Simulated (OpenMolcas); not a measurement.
Cl+: the spin-orbit constant, thermal populations, Slater's ratio, worked from levels

| Quantity | Value |
| --- | --- |
| Program | OpenMolcas |
| Basis | ANO-RCC-VQZP [6s5p3d2f1g] |
| Scalar Hamiltonian | DKH2, point nucleus |
| Active space | 6 electrons in 9 orbitals (RAS2 3s 3p; RAS3 3d, at most 2 electrons) |
| State averaging | 2S+1 = 3 even, 3 roots; 2S+1 = 1 even, 6 roots; 2S+1 = 3 odd, 3 roots; 2S+1 = 1 odd, 3 roots |
| Spin-orbit coupling | RASSI with atomic mean-field integrals over the reference wave functions, term energies averaged over their components |

Methods: RASSCF; SS-RASPT2, IPEA 0.25 Eh, imaginary shift 0.1 Eh (closed shells correlated: 2s 2p). Measured levels: NIST Handbook of Basic Atomic Spectroscopic Data.

**The spin-orbit constant.** For the Hund term ³P of p4, E(J) = (A/2) J(J+1) + constant and ζ = -2S·A = -2A. From J = 0 to J = 2 the energy changes by 3 A.

```
   Source  E(2) - E(0)       A    ζ
   RASSCF       -903.5  -301.2  602
SS-RASPT2       -904.0  -301.3  603
 measured       -996.5  -332.2  664
```

All in cm-1. SS-RASPT2 is off by -9.3 % and RASSCF by -9.3 %. Both methods take the spin-orbit matrix elements from the reference wave functions, so the second can move ζ only through the term energies and any multistate remixing. Second-order mixing with other terms is absorbed into this ζ.

**Thermal populations.** Z = Σ (2J + 1) exp(-E/kT) with k = 0.695035 cm-1/K, over the levels below. No other level of either list lies under 90000 cm-1, which is above 7 kT at each temperature.

| Level | 2J + 1 | SS-RASPT2 | measured |
| --- | --- | --- | --- |
| 3s² 3p⁴ ³P₂ | 5 | 0.0 | 0.0 |
| 3s² 3p⁴ ³P₁ | 3 | 626 | 696 |
| 3s² 3p⁴ ³P₀ | 1 | 904 | 996 |
| 3s² 3p⁴ ¹D₂ | 5 | 11750 | 11654 |
| 3s² 3p⁴ ¹S₀ | 1 | 27930 | 27878 |

```json
{"T (K)": "5000", "Z, SS-RASPT2": "8.447", "Z, measured levels": "8.381", "Ground level (%), SS-RASPT2": "59.2", "Ground level (%), measured levels": "59.7"}
{"T (K)": "8000", "Z, SS-RASPT2": "9.141", "Z, measured levels": "9.104", "Ground level (%), SS-RASPT2": "54.7", "Ground level (%), measured levels": "54.9"}
{"T (K)": "12000", "Z, SS-RASPT2": "9.938", "Z, measured levels": "9.919", "Ground level (%), SS-RASPT2": "50.3", "Ground level (%), measured levels": "50.4"}
```

At 12000 K, kT = 8340 cm-1, and the computed levels give Z = 5.000 + 2.783 + 0.897 + 1.222 + 0.035 = 9.938.

**Slater's ratio.** With one set of orbitals, p4 has ¹D - ³P = 6 F2 and ¹S - ¹D = 9 F2 (F2 = F²/25), a ratio of 3/2. Term energies are centres of gravity, weighted by 2J + 1.

| Source | ¹D - ³P | ¹S - ³P | F2 from the first | Ratio |
| --- | --- | --- | --- | --- |
| RASSCF | 13154 | 29208 | 2192 | 1.220 |
| SS-RASPT2 | 11439 | 27617 | 1906 | 1.414 |
| measured | 11311 | 27535 | 1885 | 1.434 |

Energies in cm-1. A ratio away from 3/2 shows effects beyond one configuration with one set of orbitals, and in heavier atoms second-order spin-orbit shifts.

CASPT2 breaks the degeneracy within a term, and the mean is taken; among the terms shown or strongly mixed into the levels shown the widest spread is 27 cm-1 (3s² 3p⁴ ¹D, SS-RASPT2). The run also gave levels led by 3s² 3p³ 3d, which use shells meant for correlation; these and all levels above them are left out. Without dynamic correlation excited terms often stand tens of per cent too high (terms of higher spin than the ground term too low), and those without a measured partner can miss by more than the paired ones (holds for RASSCF). Computed and measured levels are paired by configuration, term and J; levels that our copy of the source lacks, or whose pairing is in doubt (as where it misses far off the trend of its configuration), stay unpaired and out of the deviations. Only configurations of the active space appear.
